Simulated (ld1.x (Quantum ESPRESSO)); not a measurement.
## Reading a pseudo-wave (boron (B))

Columns: radius, all-electron u(r) and pseudo u(r) of the 2p shell (level -3.72 eV) of boron in the configuration [He] 2s2 2p1; LDA (PZ), scalar-relativistic, RRKJ scheme, ld1.x (Quantum ESPRESSO) 7.5.

```
r (bohr)  all-electron  pseudo
   0.085        0.0206  0.0098
   0.170        0.0678  0.0384
   0.255        0.1275  0.0834
   0.340        0.1913  0.1410
   0.425        0.2545  0.2067
   0.510        0.3142  0.2758
   0.595        0.3689  0.3438
   0.680        0.4180  0.4069
   0.765        0.4613  0.4624
   0.850        0.4987  0.5089
   0.935        0.5306  0.5459
   1.020        0.5572  0.5739
   1.105        0.5787  0.5941
   1.190        0.5956  0.6079
   1.275        0.6082  0.6169
   1.360        0.6170  0.6222
   1.445        0.6224  0.6250
   1.530        0.6247  0.6256
   1.615        0.6244  0.6246
   1.700        0.6217  0.6217
   1.785        0.6170  0.6170
   1.870        0.6106  0.6106
   1.955        0.6026  0.6026
   2.040        0.5934  0.5934
   2.125        0.5831  0.5831
   2.210        0.5719  0.5719
```

Q: How many radial nodes do the two functions have?

A: The all-electron 2p function has n − l − 1 = 0; the pseudo-wave has 0.

Q: At about which radius was the pseudo-wave matched?

A: 1.70 bohr, where the columns begin to agree (steps of 0.09 bohr).

Q: Is the pseudo-wave norm-conserving?

A: Yes: the RRKJ scheme keeps the norm inside the radius equal to the all-electron one, which fixes the energy derivative of the logarithmic derivative at the level.
